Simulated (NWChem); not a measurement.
System: CH₃ISi, singlet; SMILES C[Si]I

Here is an NWChem input.

```
start job
memory heap 200 mb stack 900 mb global 1100 mb
geometry units angstroms noautoz
  Si    -0.759311     1.559951    -0.001854
  I      0.023488    -0.813644     0.001203
  C      0.931750     2.428397    -0.001829
  H      0.801093     3.522680    -0.003145
  H      1.526646     2.141309    -0.886344
  H      1.526033     2.143465     0.883609
end
basis spherical
  Si library def2-svp
  I library def2-svp
  C library def2-svp
  H library def2-svp
end
ecp
  I library def2-ecp
end
dft
  xc mn15
  grid xcoarse
  iterations 150
  mulliken
end
task dft gradient
```

Excerpt of the output:

```
             Northwest Computational Chemistry Package (NWChem) 7.3.0
             --------------------------------------------------------

 CS  symmetry detected

                             Geometry "geometry" -> ""
                             -------------------------

 Output coordinates in angstroms (scale by  1.889725989 to convert to a.u.)

  No.       Tag          Charge          X              Y              Z
 ---- ---------------- ---------- -------------- -------------- --------------
    1 Si                  14.0000    -0.76449097     1.54338261     0.00000000
    2 I                   53.0000     0.02507687    -0.82797132     0.00000000
    3 C                    6.0000     0.92408574     2.41664915     0.00000000
    4 H                    1.0000     0.79030722     3.51055571     0.00000000
    5 H                    1.0000     1.51948880     2.13233635    -0.88497718
    6 H                    1.0000     1.51948880     2.13233635     0.88497718

 Effective nuclear repulsion energy (a.u.)     271.5326585605

      Symmetry information
      --------------------

 Group name             Cs
 Group number              2
 Group order               2
 No. of unique centers     5

                                 NWChem DFT Module
                                 -----------------

 Summary of "ao basis" -> "ao basis" (spherical)
 ------------------------------------------------------------------------------
       Tag                 Description            Shells   Functions and Types
 ---------------- ------------------------------  ------  ---------------------
 Si                         def2-svp                 8       18   4s3p1d
 I                          def2-svp                10       26   4s4p2d
 C                          def2-svp                 6       14   3s2p1d
 H                          def2-svp                 3        5   2s1p

      Symmetry analysis of basis
      --------------------------

        a'         50
        a"         23

            General Information
            -------------------
          SCF calculation type: DFT
          Wavefunction type:  closed shell.
          No. of atoms     :     6
          No. of electrons :    48
           Alpha electrons :    24
            Beta electrons :    24
          Charge           :     0
          Spin multiplicity:     1
          Use of symmetry is: on ; symmetry adaption is: on
          Maximum number of iterations: 150
          AO basis - number of functions:    73
                     number of shells:    33
          Convergence on energy requested:  1.00D-06
          Convergence on density requested:  1.00D-05
          Convergence on gradient requested:  5.00D-04

              XC Information
              --------------
                         MN15 Method XC Functional
                     Hartree-Fock (Exact) Exchange  0.440
                          MN15 Exchange Functional  1.000
                        MN15 Correlation Potential  1.000

             Grid Information
             ----------------
          Grid used for XC integration:  xcoarse
          Radial quadrature: Mura-Knowles
          Angular quadrature: Lebedev.
          Tag              B.-S. Rad. Rad. Pts. Rad. Cut. Ang. Pts.
          ---              ---------- --------- --------- ---------
          Si                  1.10       42           8.0       194
          I                   1.40       84          11.0       194
          C                   0.70       21           9.0       194
          H                   0.35       21          11.0       194
          Grid pruning is: on
          Number of quadrature shells:   189
          Spatial weights used:  Erf1

      Superposition of Atomic Density Guess
      -------------------------------------

 Sum of atomic energies:        -674.98831177

      Non-variational initial energy
      ------------------------------

 Total energy =    -625.367960
 1-e energy   =   -1268.932382
 2-e energy   =     493.430767
 HOMO         =      -0.224040
 LUMO         =      -0.056844

      Symmetry analysis of molecular orbitals - initial
      -------------------------------------------------

  Numbering of irreducible representations:

     1 a'          2 a"

  Orbital symmetries:

     1 a'          2 a'          3 a'          4 a'          5 a'
     6 a'          7 a"          8 a'          9 a'         10 a"
    11 a'         12 a'         13 a"         14 a'         15 a"
    16 a'         17 a'         18 a'         19 a'         20 a"
    21 a'         22 a"         23 a'         24 a'         25 a"
    26 a'         27 a'         28 a'         29 a'         30 a"
    31 a'         32 a'         33 a'         34 a'

     ---------------------------------------------
      Total Density - Mulliken Population Analysis
     ---------------------------------------------

    Atom       Charge   Shell Charges
 -----------   ------   -------------------------------------------------------
    1 Si  14    13.29   2.00  1.99  1.25  0.64  5.93  0.67  0.71  0.10
    2 I   25    25.45   1.83  0.22  1.23  0.67  2.92  3.13  2.69  2.74  9.82  0.19
    3 C    6     6.67   1.99  0.98  0.29  2.13  1.27  0.01
    4 H    1     0.87   0.65  0.19  0.03
    5 H    1     0.86   0.64  0.19  0.03
    6 H    1     0.86   0.64  0.19  0.03

   convergence    iter        energy       DeltaE   RMS-Dens  Diis-err
 ---------------- ----- ----------------- --------- --------- ---------
 d= 0,ls=0.0,diis     1   -625.9994874282 -7.76D+02  1.26D-02  6.58D-01
 d= 0,ls=0.0,diis     2   -626.0192947768 -1.98D-02  1.02D-02  2.17D-01
 d= 0,ls=0.0,diis     3   -626.0468457114 -2.76D-02  3.56D-03  4.32D-02
 d= 0,ls=0.0,diis     4   -626.0552040134 -8.36D-03  4.35D-04  4.63D-04
 d= 0,ls=0.0,diis     5   -626.0552644741 -6.05D-05  1.30D-04  1.55D-04
  Resetting Diis
 d= 0,ls=0.0,diis     6   -626.0552871476 -2.27D-05  3.37D-05  8.92D-07
 d= 0,ls=0.0,diis     7   -626.0552874059 -2.58D-07  1.12D-05  2.14D-07
 d= 0,ls=0.0,diis     8   -626.0552874305 -2.46D-08  5.68D-06  1.34D-07

         Total DFT energy =     -626.055287430480
      One electron energy =    -1270.428234996828
           Coulomb energy =      542.872830667260
    Exchange-Corr. energy =      -48.633538781465
 Nuclear repulsion energy =      150.133655680554

 Numeric. integr. density =       48.000249346898

                  Occupations of the irreducible representations
                  ----------------------------------------------

                     irrep           alpha         beta
                     --------     --------     --------
                     a'               18.0         18.0
                     a"                6.0          6.0

                       DFT Final Molecular Orbital Analysis
                       ------------------------------------

 Vector   22  Occ=2.000000D+00  E=-3.062547D-01  Symmetry=a"
              MO Center= -3.0D-02, -5.8D-01,  1.0D-12, r^2= 2.4D+00
   Bfn.  Coefficient  Atom+Function         Bfn.  Coefficient  Atom+Function
  ----- ------------  ---------------      ----- ------------  ---------------
    31      0.570006  2 I  pz                34      0.517870  2 I  pz
    28     -0.239766  2 I  pz                25     -0.195304  2 I  pz
    13      0.137898  1 Si pz                10      0.099841  1 Si pz
    50     -0.060597  3 C  pz                 7     -0.055366  1 Si pz
    53     -0.052676  3 C  pz                64      0.046456  5 H  s

 Vector   23  Occ=2.000000D+00  E=-3.026095D-01  Symmetry=a'
              MO Center= -1.8D-01, -2.8D-01, -1.0D-12, r^2= 3.3D+00
   Bfn.  Coefficient  Atom+Function         Bfn.  Coefficient  Atom+Function
  ----- ------------  ---------------      ----- ------------  ---------------
    29      0.391536  2 I  px                30      0.390323  2 I  py
    32      0.352975  2 I  px                33      0.337831  2 I  py
     3     -0.171906  1 Si s                  4     -0.172179  1 Si s
    26     -0.164490  2 I  px                27     -0.161085  2 I  py
    23     -0.133778  2 I  px                24     -0.131526  2 I  py

 Vector   24  Occ=2.000000D+00  E=-2.581763D-01  Symmetry=a'
              MO Center= -5.5D-01,  9.0D-01,  7.0D-14, r^2= 4.2D+00
   Bfn.  Coefficient  Atom+Function         Bfn.  Coefficient  Atom+Function
  ----- ------------  ---------------      ----- ------------  ---------------
     4      0.413632  1 Si s                 29      0.372994  2 I  px
    32      0.360362  2 I  px                 3      0.326889  1 Si s
     8     -0.282444  1 Si px                11     -0.225995  1 Si px
    48      0.207606  3 C  px                 2      0.203557  1 Si s
    47     -0.203771  3 C  s                 26     -0.154495  2 I  px

[...]

                         DFT ENERGY GRADIENTS

    atom               coordinates                        gradient
                 x          y          z           x          y          z
   1 Si     -1.444678   2.916570   0.000000   -0.004360  -0.000409   0.000000
   2 I       0.047388  -1.564639   0.000000    0.000469  -0.001819   0.000000
   3 C       1.746269   4.566805   0.000000    0.003566   0.001645   0.000000
   4 H       1.493464   6.633988   0.000000   -0.000258   0.000797   0.000000
   5 H       2.871417   4.029531  -1.672364    0.000292  -0.000107  -0.000185
   6 H       2.871417   4.029531   1.672364    0.000292  -0.000107   0.000185
```

Level: MN15/def2-SVP with def2 effective core potentials on I. Low-valent species are run as closed-shell singlets; no triplet was tried in these runs. Structure relaxed at the PBE0/def2-SVP level. def2 effective core potentials on I; no spin-orbit coupling.
